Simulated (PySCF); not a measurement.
sulfur tetrafluoride (F₄S), SMILES FS(F)(F)F. Coordinates come from a PBE-D3(BJ)/def2-SVP optimisation.

Computed with PBE-D3(BJ)/def2-SVP (PySCF 2.14.0).

Harmonic wavenumbers (cm⁻¹): 195, 307, 405, 463, 469, 558, 789, 808, 830. Rotational constants (GHz): 6.138, 3.840, 3.034; symmetry number 2.

Problem. Work out the zero-point energy and the ideal-gas rigid-rotor harmonic-oscillator thermochemistry at 298.15 K and 1 atm.

Solution. ZPE = ½ Σ hcν = ½ × 4825 cm⁻¹ = 6.90 kcal/mol. H − E(el) = 10.65 kcal/mol. Entropy in cal/(mol K): translation 39.95, rotation 24.53, vibration 7.13, total 71.61. G − E(el) = -10.70 kcal/mol. Cp = 18.60 cal/(mol K).
